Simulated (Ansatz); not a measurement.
`C[C@H]1B[C@@H]1F` + H–F → `F[C@H]1B[C@@H]1F` + CH₄  (substitution at a C–C bond)

Computed with Ansatz on PBE0-D4/def2-TZVP structures; ΔE is electronic, products minus reactants. CCSD(T)/CBS is the MP2 limit (def2-TZVPP, def2-QZVPP) plus CCSD(T) − MP2 in def2-TZVPP, frozen cores. This one scheme is used for every species. DFT in def2-TZVPP. B3LYP here is the variant with VWN-RPA as its local correlation; programs differ in this.

```
             level  ΔE (kJ/mol)  difference from CCSD(T)/CBS
            PBE-D4         56.5                        -16.6
           PBE0-D4         62.2                        -10.9
          B3LYP-D4         54.5                        -18.6
           ωB97X-V         56.0                        -17.1
           ωB97M-V         58.5                        -14.6
            B2PLYP         58.6                        -14.5
              PBE0         58.9                        -14.2
             B3LYP         48.6                        -24.5
    MP2/def2-TZVPP         79.2                          6.1
   CCSD/def2-TZVPP         67.0                         -6.1
CCSD(T)/def2-TZVPP         68.5                         -4.6
    MP2/def2-QZVPP         82.0                          8.9
SCS-MP2/def2-QZVPP         73.4                          0.3
      HF/CBS(def2)         49.6                        -23.5
     MP2/CBS(def2)         83.8                         10.7
    CCSD/CBS(def2)         71.6                         -1.5
       CCSD(T)/CBS         73.1                            0
```

Largest T1 diagnostic among the species: 0.012.

The D4 term adds +5.9 kJ/mol with B3LYP and +3.3 kJ/mol with PBE0; it sums over pairs of atoms, weighted by their polarisabilities, and B3LYP, whose exchange is more repulsive, gets the larger term. From PBE to PBE0 (25 % exact exchange), in def2-TZVPP and without D4, ΔE moves by +6.2 kJ/mol.
